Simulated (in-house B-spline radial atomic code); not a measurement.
Multiplet parameters of the 5p3 shell in I III (I2+) ([Kr] 4d10 5s2 5p3). Method: non-relativistic Hartree-Fock, average of configuration, point nucleus. Calculated with a radial B-spline atomic code at the basis-set limit.

Slater integrals: F^2 = 47901 cm⁻¹. Central-field spin-orbit parameter ζ(5p) = 5614 cm⁻¹ (bare central field on non-relativistic orbitals, without two-electron terms: too large for light atoms, too small for heavy ones).

With F₂ = F^2/25 = 1916 cm⁻¹:

(1) Where do the terms lie in LS coupling, without spin-orbit interaction?

(2) How far can these numbers be trusted?

## Answers

(1) In cm⁻¹ above the Hund's-rule term:
| term | expression | energy |
| --- | --- | --- |
| 4S | 0 F₂ | 0 |
| 2D | 9 F₂ | 17244 |
| 2P | 15 F₂ | 28741 |

(2) Unscaled Hartree-Fock integrals overestimate measured term splittings, because correlation screens the repulsion; fits to spectra scale them down, most for low charges. Here ζ is 2.93 times F₂, so the coupling is intermediate: spin-orbit interaction mixes the terms, and LS labels name only the largest part.
